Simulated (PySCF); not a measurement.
## Static response to an electric field

C₇H₁₀O₂.
Geometry (PBE0-D3(BJ)/def2-SVP, Å), atoms numbered from 1 in this order:
```
atom  x, y, z in Å
O1    -1.1208    2.9717    0.4579
C2    -0.3423    2.1383    0.8331
C3    -0.2347    0.7615    0.2433
C4     0.9332    0.6192   -0.7640
C5     1.2271   -0.8934   -0.6430
C6     0.1850   -1.3169    0.4038
C7    -1.2141   -1.3448   -0.2324
C8    -1.5103    0.1656   -0.3697
O9     0.1203   -0.1754    1.2498
H10    0.3994    2.3377    1.6495
H11    0.6467    0.9460   -1.7728
H12    1.7948    1.2228   -0.4416
H13    1.1147   -1.4348   -1.5933
H14    2.2443   -1.0728   -0.2678
H15    0.4489   -2.2032    0.9950
H16   -1.2292   -1.8853   -1.1898
H17   -1.9315   -1.8331    0.4421
H18   -2.3879    0.4717    0.2159
H19   -1.6682    0.4987   -1.4039
```

Level: PBE0/def2-SVPD (PySCF), static field, nuclei fixed, core orbitals frozen in the response. The polarisability tensor in these axes (au):

```
x   82.03 -4.42  0.55
y   -4.42 91.24  2.84
z    0.55  2.84 73.04
```

Q: Diagonalise the tensor; give its mean and Δα, where Δα² is half the sum of the squared differences of the eigenvalues.

A: Principal values 72.44, 80.56 and 93.31 au; mean 82.10 au = 12.17 Å³ = 13.54 × 10⁻⁴⁰ C²·m²/J; Δα = 18.22 au (22 % of the mean).

Q: What is the dipole moment, and where does it point?

A: (1.36, -2.65, -1.31) D, 3.25 D in size, pointing from the negative to the positive side. Measured along this direction, the outermost atoms are O1 at the negative end and H13 at the positive end.

Q: What depolarisation ratio follows for Rayleigh scattering of linearly polarised light, taking the static tensor?

A: ρ = 3Δα²/(45ᾱ² + 4Δα²) = 995.8/(303344 + 1327.8) = 0.00327.

Q: Give the eigenvalues of the traceless quadrupole moment Θ = ½Σq(3rr − r²1), origin at the centre of nuclear charge.

A: -9.10, 2.34, 6.76 D·Å. The values depend on the origin, since the dipole doesn't vanish. The electronic extent ⟨r²⟩ about the same centre is 1039 bohr², a root-mean-square distance of 2.07 Å for the 68 electrons.

Q: Refractivity n − 1 of an ideal gas of it at 500 K and 1 atm, from the electronic α?

A: N = p/kT = 1.4678 × 10¹⁹ cm⁻³, so n − 1 = 2π × N × 12.17 × 10⁻²⁴ cm³ = 1122 × 10⁻⁶ at long wavelengths.

Q: In TDDFT the mean static polarisability is Σ f/ω² over all singlet excitations (ω in hartree). How much of it do the 6 lowest give? Their energies (eV) and oscillator strengths: 4.22, 0.0003; 5.73, 0.0029; 6.72, 0.0143; 7.17, 0.0057; 7.44, 0.0057; 7.45, 0.0233.

A: They add up to 0.78 au, 0.9 % of the 82.10 au; the largest single term is 0.31 au, from the state at 7.45 eV. Terms in order: 0.01, 0.06, 0.23, 0.08, 0.08, 0.31 au. Higher excitations give the rest. The strengths listed sum to 0.052.

Q: Estimate the molar refractivity from the static electronic polarisability.

A: Lorentz–Lorenz: R = (4π/3)N_A α = 2.5225 cm³/(mol·Å³) × 12.17 Å³ = 30.7 cm³/mol, in the limit of long wavelengths.

The structure is a single PBE0-D3(BJ)/def2-SVP conformer in the gas phase; no vibrational or solvent corrections.
